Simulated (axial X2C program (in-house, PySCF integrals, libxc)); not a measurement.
# Curves of Ga₂⁺ by EOM-EA-CCSD

Computed with an in-house all-electron X2C program for linear molecules (integrals from PySCF): two-component X2C with atomic mean-field Coulomb and Gaunt terms, Gaussian nuclei, basis Ga dyall-acv3z with contracted cores.

Energies in eV from the lowest point of the lowest state; states are followed by energy order within each Ω, g and u pooled. Reference: Ga₂²⁺, 4 electrons correlated in 92 virtual spinors with an MP2 remainder; levels at this size can be off by some tenths of an eV. Masses 68.926 and 68.926 u.

```json
{"R (Å)": "3.014", "(1)Ω=1/2": "0.0599", "(2)Ω=1/2": "0.6193", "(1)Ω=3/2": "0.6796", "(3)Ω=1/2": "2.2971", "(2)Ω=3/2": "2.3703", "(4)Ω=1/2": "3.9519"}
{"R (Å)": "3.145", "(1)Ω=1/2": "0.0155", "(2)Ω=1/2": "0.6491", "(1)Ω=3/2": "0.7081", "(3)Ω=1/2": "2.1486", "(2)Ω=3/2": "2.2210", "(4)Ω=1/2": "3.6680"}
{"R (Å)": "3.276", "(1)Ω=1/2": "0.0000", "(2)Ω=1/2": "0.6884", "(1)Ω=3/2": "0.7463", "(3)Ω=1/2": "2.0273", "(2)Ω=3/2": "2.0989", "(4)Ω=1/2": "3.4131"}
{"R (Å)": "3.423", "(1)Ω=1/2": "0.0069", "(2)Ω=1/2": "0.7383", "(1)Ω=3/2": "0.7952", "(3)Ω=1/2": "1.9154", "(2)Ω=3/2": "1.9861", "(4)Ω=1/2": "3.1574"}
{"R (Å)": "3.571", "(1)Ω=1/2": "0.0319", "(2)Ω=1/2": "0.7901", "(1)Ω=3/2": "0.8462", "(3)Ω=1/2": "1.8234", "(2)Ω=3/2": "1.8932", "(4)Ω=1/2": "2.9311"}
{"R (Å)": "3.767", "(1)Ω=1/2": "0.0849", "(2)Ω=1/2": "0.8578", "(1)Ω=3/2": "0.9137", "(3)Ω=1/2": "1.7241", "(2)Ω=3/2": "1.7934", "(4)Ω=1/2": "2.6706"}
```

**Question.** Fit the curves (1)Ω=1/2 near their minima.

**Answer.** At EOM-EA-CCSD from Ga₂²⁺ (the fit fixes ωe to about one per cent; ωe of higher roots by this method can be off by ten per cent):

| state | Te (cm⁻¹) | Re (Å) | ωe (cm⁻¹) |
| --- | --- | --- | --- |
| (1)Ω=1/2 | 0 | 3.303 | 93.4 |

No minimum in range: (2)Ω=1/2, (1)Ω=3/2, (3)Ω=1/2, (2)Ω=3/2, (4)Ω=1/2; the order of states may turn beyond it. T1 of the reference reaches 0.005 (Lee–Taylor). Curves followed by order can swap character. Number of frozen shells: Ga 3 s, 2 p, 1 d. Roots with under 60 % one-particle weight at any point are counted in the labels but not shown, and the list ends where the roots sought for some Ω run out; states that need a further excitation are missing and may lie low or lowest. Curves with a minimum but no constants failed the fit check.
